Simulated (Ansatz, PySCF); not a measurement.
C3, SMILES [C]=C=[C] (connectivity only; charge and spin as stated), neutral, multiplicity 1. Atoms are numbered in the order given.

```xyz
3

C      0.0000     0.0000    -1.2883
C      0.0000     0.0000     0.0000
C      0.0000     0.0000     1.2883
```

Geometry optimised at PBE0-D3(BJ)/def2-TZVP. The isomer is the one that the SMILES or the coordinates give; other isomers of the formula were not compared.

Two levels are set side by side: PBE-D3(BJ)/def2-TZVP (Ansatz, an electronic-structure program) and PBE0-D3(BJ)/def2-TZVP (Ansatz). Each level has its own optimised geometry; the coordinates shown are those of the second. Frequencies come from the Hessian of PySCF at each geometry. Differences are taken from unrounded values.

```
quantity                            PBE0-D3(BJ)
----------------------------------  -----------
mean bond length (Å)                      1.288
bond C1–C2 (Å)                            1.288
bond C2–C3 (Å)                            1.288
highest harmonic wavenumber (cm⁻¹)         2157
mean harmonic wavenumber (cm⁻¹)             893
zero-point energy (kcal/mol)               5.11
```

What does PBE-D3(BJ) give, and how far is it from PBE0-D3(BJ)? (An estimate is asked for; the answer gives what the named calculation found.)


```json
[
 {"quantity": "mean bond length (Å)", "PBE-D3(BJ)": "1.301", "PBE-D3(BJ) minus PBE0-D3(BJ)": "0.013"},
 {"quantity": "bond C1–C2 (Å)", "PBE-D3(BJ)": "1.301", "PBE-D3(BJ) minus PBE0-D3(BJ)": "0.013"},
 {"quantity": "bond C2–C3 (Å)", "PBE-D3(BJ)": "1.301", "PBE-D3(BJ) minus PBE0-D3(BJ)": "0.013"},
 {"quantity": "highest harmonic wavenumber (cm⁻¹)", "PBE-D3(BJ)": "2067", "PBE-D3(BJ) minus PBE0-D3(BJ)": "-90"},
 {"quantity": "mean harmonic wavenumber (cm⁻¹)", "PBE-D3(BJ)": "836", "PBE-D3(BJ) minus PBE0-D3(BJ)": "-57"},
 {"quantity": "zero-point energy (kcal/mol)", "PBE-D3(BJ)": "4.78", "PBE-D3(BJ) minus PBE0-D3(BJ)": "-0.33"}
]
```

GGA bonds tend to be longer and softer than those of functionals with exact exchange. Differences between two approximate levels are no errors against the true value.
